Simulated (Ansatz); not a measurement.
Job for Ansatz (a quantum-chemistry and plane-wave program): SC-NEVPT2 on CASSCF(8,5)/def2-TZVPP on HI, a point of a bond scan (R = 1.615 Å). Elements past Kr take the def2 small-core potentials; no spin–orbit coupling.

Ansatz 0.2 input:
```yaml
crystal:
  periodic: [false, false, false]
  atoms:
    - {symbol: I, position_ang: [-0.00000000, -0.00000000, -0.02991592]}
    - {symbol: H, position_ang: [0.00000000, 0.00000000, 1.58554368]}
basis:
  gaussian:
    orbitals: def2-TZVPP
    pivot_positions_ang: [[-0.00000000, -0.00000000, -0.02991592], [0.00000000, 0.00000000, 1.58554368]]
magnetization: {spin_polarized: false}
correlation: {method: sc_nevpt2, electrons: outside_noble_gas, active_space: {window: {electrons: 8, orbitals: 5}}}
output: {orbitals: {seedname: ./end}}
```

The log:

```
WARN ansatz: RAYON_NUM_THREADS=1 ignored (pool sized by the plan → 1); use --threads N
Functional definition: HF
integrals: 0.01 GiB planned
575 factors; integrals over basis functions are off by at most 2.9e-4 eV
mean field: 0.09 GiB planned
mean field evaluation 1: about -8088.0173 eV, gradient 8.4e0 eV
mean field evaluation 2: about -8088.0174 eV, gradient 8.4e0 eV
mean field evaluation 4: about -8088.3708 eV, gradient 1.5e0 eV
mean field evaluation 8: about -8088.3806 eV, gradient 1.5e-3 eV
mean field -8088.38057827 eV, -297.2425037501 hartree, gradient 1.1e-6 eV, S^2 0.000000; 0 other end points of the search recorded, 0 dependent functions left out
reference -8088.38057827 eV, -297.2425037501 hartree; 13, 13 occupied and 51, 51 virtual orbitals, 575 factors
configuration interaction: 0.11 GiB planned
configuration interaction: 0.00 GiB planned
state -8088.90091179 eV, -297.2616256543 hartree
state -8088.90091179 eV, -297.2616256543 hartree; corrected -8092.11102423 eV, -297.3795951106 hartree
Total energy: -8092.11102423 eV, -297.3795951106 hartree
```

Self-consistency was reached.

Cost: about 2.2 core-seconds (a rough figure).
